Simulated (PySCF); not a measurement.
**Energy of W (tungsten, neutral) between two integer charges**

The 6s beta orbital of [Xe] 4f14 5d4 6s2 is emptied in steps (occupation f), with all orbitals relaxed, ending at [Xe] 4f14 5d4 6s1. Computed with PySCF 2.14 in def2-SVP with the def2 core potential (60 electrons) (6s3p2d1f, 32 functions), with scalar relativity through the core potential. The exact energy is a straight line in f; departures are measured from the line between the end points of the same method.

Among PBE0, r2SCAN, LC-wPBE, which shows the largest delocalisation error (convex curve), and which is closest to linear?

Most convex: r2SCAN (-0.531 eV at f = 0.5); closest to linear: LC-wPBE (0.028 eV).

```csv
f,PBE0 (eV),r2SCAN (eV),LC-wPBE (eV)
1,0.000,0.000,0.000
0.75,-0.372,-0.418,0.025
0.5,-0.495,-0.531,0.028
0.25,-0.369,-0.364,0.014
0,0.000,0.000,0.000
```

| method | E(f=0) − E(f=1) (eV) | −ε at f=1 (eV) | −ε at f=0.5 (eV) |
| --- | --- | --- | --- |
| PBE0 | 7.294 | 5.312 | 7.298 |
| r2SCAN | 7.078 | 4.778 | 7.209 |
| LC-wPBE | 7.056 | 7.204 | 7.022 |

Reference removal energy between the ground levels: 7.864 eV (measured; NIST Atomic Spectra Database, ionization energies). The calculation has no spin-orbit coupling.
